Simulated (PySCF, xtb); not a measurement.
C2H5BF2O, SMILES FB(OC)CF.

The structure is a stationary point at PBE0-D3(BJ)/def2-SVP. The structure was generated by enumeration, and PubChem lists no compound with its InChIKey, so it may never have been made. The values are those of a single conformer.

The numbers are results of PySCF with IEF-PCM-M06-2X/def2-SVP, not measurements.

The values are the electrostatic part of the solvation free energy, E(continuum) − E(gas) at the gas-phase geometry, in a cavity of scaled van der Waals radii (PySCF's table); cavitation and dispersion terms are not included. In vacuum the orbital gap is 12.32 eV. The dipole moment in vacuum is 2.96 D.

Estimate the values in water (ε = 78.36), n-hexane (ε = 1.88), chloroform (ε = 4.71). (An estimate is asked for; the answer gives what the named calculation found.)


| solvent | ε | ΔG(elec) (kcal/mol) | dipole (D) | gap (eV) |
|---|---|---|---|---|
| water | 78.36 | -4.5 | 3.41 | 12.42 |
| n-hexane | 1.88 | -1.7 | 3.13 | 12.39 |
| chloroform | 4.71 | -3.2 | 3.29 | 12.44 |

For comparison, GFN2-xTB/ALPB(water) (xtb, at the GFN2-xTB geometry, all terms of that model) gives -4.4 kcal/mol.
